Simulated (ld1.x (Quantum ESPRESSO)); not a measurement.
**Ranking TM potentials for In**

All share these settings but for the change named:

* Element: indium
* Generator: ld1.x (Quantum ESPRESSO) 7.5
* Type: norm-conserving Troullier–Martins (Kleinman–Bylander form)
* Functional: PBE
* Relativity: non-relativistic
* Frozen core: [Kr] 4d10
* Valence charge: 3
* Reference configuration: 5s1.5 5p1.5
* Partial waves: 5s (bound): rc 2.20 bohr; 5p (bound): rc 2.55 bohr
* Local potential: all-electron potential smoothed inside 2.10 bohr (lloc = -1)
* Core correction: Bessel-smoothed model core inside 1.55 bohr

Test errors are all-electron minus pseudo excitation energies from the reference, over 5s2 5p1; 5s2 5p0; 5s1 5p0; 5s2 5p0.5; 5s2 5p1.3; 5s0 5p3; 5s1 5p1. None of these files shows a bound ghost.

The base gives 88.9 meV.

Of 10 variants that were run, those that failed, showed a ghost or another fault, or gave nearly equal values are left out.

A variant can come out equal or close to the base, since the largest error may sit in a test that the change hardly touches while other tests move.

(1) Rank these variants by their largest absolute test error, smallest first.
A. wave 5p (bound): rc 2.55 bohr becomes 5p (bound): rc 1.92 bohr
B. core correction Bessel-smoothed model core inside 2.56 bohr
C. scalar-relativistic

Results:

(1) B (68.4 meV), A (90.7 meV), C (137.3 meV).
